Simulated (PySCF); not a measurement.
CH₄N₂OSi.

```xyz
9

N      0.0839     2.8763     0.0000
C     -0.2131     1.7506     0.0000
O     -0.5641     0.5177     0.0000
Si     0.5054    -0.8534     0.0000
N     -0.3974    -2.2939     0.0000
H      1.2960    -0.7377    -1.2461
H      1.2960    -0.7377     1.2461
H     -0.8406    -2.6495     0.8410
H     -0.8406    -2.6495    -0.8410
```

The structure is a stationary point at B3LYP-D3(BJ)/def2-SVP. This is a generated structure with no PubChem entry under its InChIKey; it may be hypothetical. The values are those of a single conformer.

The numbers are results of PBE/pcSseg-1 (PySCF), not measurements. Non-relativistic, no solvent.

Computed absolute GIAO shielding of each atom: isotropic value and principal components (ppm):
| atom | σ(iso) | σ11 | σ22 | σ33 | span |
|---|---|---|---|---|---|
| N1 | 81.6 | -58.6 | -32.0 | 335.5 | 394.0 |
| C2 | 71.4 | -39.1 | -34.7 | 288.0 | 327.1 |
| O3 | 250.3 | 187.8 | 206.0 | 357.1 | 169.3 |
| Si4 | 358.3 | 330.0 | 366.1 | 378.9 | 48.9 |
| N5 | 223.3 | 196.2 | 225.0 | 248.7 | 52.5 |
| H6 | 26.2 | 22.6 | 25.0 | 31.0 | 8.4 |
| H7 | 26.2 | 22.6 | 25.0 | 31.0 | 8.4 |
| H8 | 29.5 | 23.3 | 25.5 | 39.6 | 16.2 |
| H9 | 29.5 | 23.3 | 25.5 | 39.6 | 16.2 |
